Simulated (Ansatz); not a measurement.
Born–Oppenheimer molecular dynamics of BClH$_{5}$NO (9 atoms, charge 0, multiplicity 1). It starts at the highest image of a converged band. Of that band: Neighbouring images differ by up to 1.9 eV, so the band resolves the path poorly. A vibrational analysis at the climbing image gives one clearly imaginary mode, 1569i cm⁻¹: a first-order saddle point.

Level of theory: Ansatz 0.2.0, RKS CAM-B3LYP-D4/6-31G*.

| Property | Result |
| --- | --- |
| ensemble | NVE (velocity Verlet) |
| time step | 0.5 fs |
| steps asked | 200 |
| starting velocities drawn for | 300 K |
| seed | 7364 |

First frame:

```xyz
9
Properties=species:S:1:pos:R:3
B -0.126 0.272 0.121
H -0.380 -0.248 1.391
Cl 1.489 -0.442 -0.328
N -1.171 0.172 -0.842
H -1.243 -0.669 -1.396
H -2.073 0.576 -0.634
O 0.001 1.698 0.747
H 0.927 1.995 0.708
H -0.165 0.776 1.532
```

(1) How far do the bonds stretch over the last three quarters of this one trajectory? (Pairs bonded in most of those frames.)

Results:

(1) 
```
  bond  mean (Å)  spread (Å)  shortest  longest
 B1–H2     1.216       0.089      1.08     1.35
B1–Cl3     1.832       0.075      1.69     1.94
 B1–N4     1.419       0.048      1.33     1.51
 N4–H5     1.019       0.022      0.98     1.06
 N4–H6     1.015       0.010      1.00     1.03
 O7–H8     0.973       0.018      0.93     1.02
 O7–H9     0.977       0.049      0.90     1.05
```

Pairs bonded in part of these frames only: B1–O7 11 %.

Mean temperature of the second half: 1243 K. The conserved energy stayed within 0.55 meV per atom of its start (net change -0.044 meV per atom), so the integration is sound. The kinetic energy rose, since the run started high on the potential surface and went downhill. It ends in pieces (BClH3N + H2O), so much of that is their flight and rotation, not heat. A run of 0.1 ps of so small a system gives no equilibrium averages. The orbitals stay closed-shell, which can raise the energy where a bond breaks towards radicals; this wasn't checked here.

Run time: 5.8 min on 2 threads of Arm Neoverse V1, on a shared host, peak memory 0.19 GiB.
